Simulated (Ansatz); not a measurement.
Consider the homolysis of the C–Si bond: `[SiH3]C[SiH](Cl)Cl` → `[CH2][SiH3]`• + `Cl[SiH]Cl`•.

Computed with Ansatz on PBE0-D4/def2-TZVP structures; ΔE is electronic, products minus reactants. CCSD(T)/CBS is the MP2 limit (def2-TZVPP, def2-QZVPP) plus CCSD(T) − MP2 in def2-TZVPP, frozen cores. Functionals use def2-TZVPP. Open shells (•) are unrestricted, without spin–orbit coupling. Each species was taken in one conformer, which may not be the lowest.

`[SiH3]C[SiH](Cl)Cl`:

Z-matrix (Å, degrees):
```
Si
C 1 1.881
H 1 1.483 2 110.3
H 1 1.486 2 109.7 3 120.3
H 1 1.487 2 109.9 3 -120.3
Si 2 1.845 1 114.8 3 73.7
H 2 1.096 1 109.0 3 -165.9
H 2 1.095 1 109.2 3 -49.0
Cl 6 2.049 2 110.6 1 -176.0
Cl 6 2.049 2 109.9 1 -56.2
H 6 1.477 2 112.6 1 63.8
```

`[CH2][SiH3]`•:

Cartesian coordinates in Å:
```
C 0.904 0.602 -0.229
Si -0.593 -0.394 0.164
H 1.887 0.157 -0.345
H 0.865 1.672 -0.402
H -1.244 -0.905 -1.078
H -0.228 -1.569 0.999
H -1.591 0.436 0.889
```

`Cl[SiH]Cl`•:

Cartesian coordinates in Å:
```
Cl -0.966 1.584 -0.303
Si -0.046 -0.240 -0.432
Cl 1.842 -0.136 0.352
H -0.830 -1.208 0.384
```

```json
{"level": "PBE", "ΔE (eV)": "3.79"}
{"level": "revPBE", "ΔE (eV)": "3.53"}
```

Question: What does CCSD(T)/CBS give? (Best estimate.)

Answer: Ansatz gave: +4.18 eV. The listed levels differ from it by -0.39, -0.65 eV.

Question: What do rigid-rotor, harmonic-oscillator terms from PBE0-D4/def2-TZVP frequencies (298.15 K, 1 bar) make of the CCSD(T)/CBS value? (An estimate is asked.)

Answer: Ansatz gave: ΔZPE = -0.18 eV, ΔH = +4.04 eV, ΔS = 193 J/(mol·K), ΔG = +3.44 eV. Open shells count their whole term as degenerate. Modes under 50 cm⁻¹ make the entropy rough.

Largest T1 diagnostic among the species: 0.012.

From PBE to PBE0 (25 % exact exchange), in def2-TZVPP and without D4, ΔE moves by +0.07 eV. At CCSD(T), def2-SVP lies −0.20 eV from the extrapolated value and def2-TZVPP −0.10 eV: correlation converges slowly with the basis, and small sets miss more of it in the bonded molecule than in its fragments.
